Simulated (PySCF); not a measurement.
Simulated outer-valence photoelectron spectrum of `BrCCBr`. Level of theory: EOM-IP-CCSD/aug-cc-pVDZ in PySCF, restricted Hartree–Fock reference, frozen core, non-relativistic, gas phase, PBE0-D3(BJ)/def2-SVP geometry.

Each root has a Gaussian of 0.3 eV full width with its one-hole share as area; cross sections and vibrations are left out, and the highest printed point is 100.

ionisation energy (eV), intensity and a bar:
```
     10.1          0 
     10.2          4 #
     10.3         20 ######
     10.4         55 ################
     10.5         90 ###########################
     10.6        100 ##############################
     10.7         93 ############################
     10.8         73 ######################
     10.9         39 ############
     11.0         13 ####
     11.1          2 #
     11.2          0 
     11.3          0 
     11.4          0 
     11.5          0 
     11.6          0 
     11.7          0 
     11.8          0 
     11.9          0 
     12.0          0 
     12.1          0 
     12.2          0 
     12.3          2 
     12.4          9 ###
     12.5         25 #######
     12.6         38 ###########
     12.7         31 #########
     12.8         14 ####
     12.9          3 #
     13.0          0 
     13.1          0 
     13.2          0 
     13.3          0 
     13.4          0 
     13.5          0 
     13.6          0 
     13.7          0 
     13.8          3 #
     13.9         13 ####
     14.0         30 #########
     14.1         38 ###########
     14.2         26 ########
     14.3         10 ###
     14.4          2 #
     14.5          5 ##
     14.6         22 #######
     14.7         56 #################
     14.8         75 #######################
     14.9         55 #################
     15.0         22 #######
     15.1          5 #
     15.2          1
```

Where are the maxima, and how many lines lie under the curve?

4 maxima, at 10.6, 12.6, 14.1 and 14.8 eV, from 8 lines. At this width some lines have no maximum of their own.

List the lines with their holes.

| E (eV) | leading hole (HF orbital) | area | Koopmans (eV) |
| --- | --- | --- | --- |
| 10.51 | HOMO | 0.96 | 11.20 |
| 10.52 | HOMO-1 | 0.96 | 11.20 |
| 10.70 | HOMO-2 | 0.96 | 11.38 |
| 10.79 | HOMO-3 | 0.96 | 11.47 |
| 12.62 | HOMO-4 | 0.96 | 13.14 |
| 14.09 | HOMO-5 | 0.95 | 15.40 |
| 14.79 | HOMO-7 | 0.94 | 16.40 |
| 14.81 | HOMO-6 | 0.95 | 15.59 |

The widest gap, 1.83 eV, lies between 10.79 and 12.62 eV. Only orbitals with −ε under 21 eV, eight at most, were ionised, so the high end of the curve may lack lines.

Shape of the structure used: `[Br:1][CH2:2][CH2:3][Br:4]`: Br1–C2–C3–Br4 180°.

One conformer stands for the species.
